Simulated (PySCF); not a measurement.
F2HS, SMILES F[SH+]F, charge +1. Heavy atoms are numbered as in [F:1][SH+:2][F:3]. Hydrogens are named by the atom that carries them.

Geometry: TPSSh-D3(BJ)/def2-TZVP. The isomer is the one that the SMILES or the coordinates give; other isomers of the formula were not compared.

Computed with B3LYP/def2-TZVPD (PySCF).

Mulliken values depend strongly on the basis, most of all with diffuse functions as here. Atomic charges (e), one atom of each kind:

```
atom     Mulliken    IAO
-------  --------  -----
F1          -0.06  -0.35
S2 (SH)      0.83   1.54
H on S2      0.30   0.16
```
